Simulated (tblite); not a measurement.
C5H3BNO4 (charge -1).
Bonds: C1–C2 (double), C2–B3, B3–C4, C4–N5 (triple), B3–O6, O6–C7, C7–O8 (double), C7–C9, C9–O10 (double), C9–O11, B3–O11. Hydrogens: H12, H13 on C1; H14 on C2.
Bond orders are those of one Lewis drawing.

Computed with GFN2-xTB (tblite), gas phase: L-BFGS steps from a force-field or distance-geometry start until the largest atomic force falls under 0.01 eV/Å.

Geometry at step 18:
```
atom  x, y, z in Å
C1     -2.3244   -0.6949   -0.3401
C2     -1.0734   -0.6529    0.0828
B3      0.0258    0.5103   -0.1263
C4     -0.6282    1.7931   -0.7181
N5     -1.2079    2.6821   -1.1586
O6      0.7415    0.7372    1.1934
C7      1.8787    0.0975    1.1941
O8      2.5916   -0.0753    2.1593
C9      2.1485   -0.3956   -0.2506
O10     3.1418   -0.9830   -0.6230
O11     1.1343   -0.0602   -0.9978
H12    -2.9593   -1.5521   -0.1587
H13    -2.7778    0.1134   -0.8918
H14    -0.6917   -1.5201    0.6133
```

**Question.** What forces act on the atoms?

**Answer.** 
```tsv
atom	Fx (eV/Å)	Fy (eV/Å)	Fz (eV/Å)
C1	-0.004	-0.037	-0.007
C2	-0.040	-0.098	-0.009
B3	-0.038	-0.070	0.005
C4	0.094	0.071	-0.010
N5	0.029	0.043	-0.004
O6	-0.018	-0.027	0.057
C7	-0.096	0.028	-0.144
O8	0.018	0.058	-0.077
C9	-0.006	0.036	0.110
O10	-0.016	0.023	-0.038
O11	0.101	0.000	0.031
H12	-0.064	-0.007	-0.020
H13	0.051	0.046	0.034
H14	-0.012	-0.066	0.073
```

The largest, 0.18 eV/Å, acts on C7; the rms over all components is 0.055 eV/Å. The forces sum to zero within rounding, as they must for an isolated molecule in no field.

**Question.** Give the force on C7 in Eh/bohr and in nN.

**Answer.** 0.175 eV/Å ÷ 51.422 = 0.00341 Eh/bohr, and 0.175 eV/Å × 1.602 = 0.28 nN.

**Question.** How far is this geometry from the end of the optimisation?

**Answer.** 0.053 eV above it, and 0.200 Å rms away after alignment. The bonds farthest from their final lengths, with half the difference of the two atoms' forces along the bond (positive lengthens):

```
  bond  now (Å)  final (Å)  force along bond (eV/Å)
 B3–C4    1.557      1.566                    +0.03
 C7–C9    1.550      1.543                    -0.11
 O6–C7    1.305      1.302                    -0.05
C9–O11    1.304      1.302                    -0.02
```

The angle farthest from its final value is B3–C4–N5, 174.4° against 179.0°.

The cost below is that of the whole relaxation. Hardware: Arm Neoverse V1, one thread, no GPU, shared host with 32 logical CPUs at a one-minute load of 21. Cost: 0.42 s.
